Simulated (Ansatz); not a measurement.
Ansatz results at the PBE0-D4/def2-TZVP geometry: HOMO–LUMO gap (ωB97M-V/def2-TZVPP) 10.27 eV; LUMO energy (PBE/def2-TZVPP) -1.13 eV; size of the dipole moment (B3LYP/def2-TZVPP) 1.40 D.

Each molecule was computed in one conformer, which needn't be the lowest.

**Question.** Which molecule gave them?
A. `[SiH3][GeH2][CH2]S`
B. `C=C(O)OCF`
C. `C[S][GeH2][SiH3]`
D. `[SiH3]S[CH2][GeH3]`

**Answer.** C. The others give `C=C(O)OCF`: 11.55, 0.22, 0.54; `[SiH3]S[CH2][GeH3]`: 10.88, -0.95, 1.35; `[SiH3][GeH2][CH2]S`: 10.60, -0.98, 1.01.

B3LYP here is the variant with VWN-RPA as its local correlation; programs differ in this.
